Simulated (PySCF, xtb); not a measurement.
GeBrI, SMILES [I][Ge][Br] (connectivity only; charge and spin as stated), neutral, multiplicity 1.

GFN2-xTB run with xtb 6.7.1 at its own geometry gives an orbital gap of 3.27 eV and a dipole moment of 6.83 D.

Geometry: B3LYP-D3(BJ)/def2-SVP. The def2 effective core potentials stand for the cores of I; spin–orbit coupling is left out.

Question: What does M06-2X/def2-TZVPD (PySCF) give? (An estimate is asked for; the answer gives what the named calculation found.)

Answer: gap 5.97 eV (levels -8.50 and -2.53 eV), dipole 1.86 D.
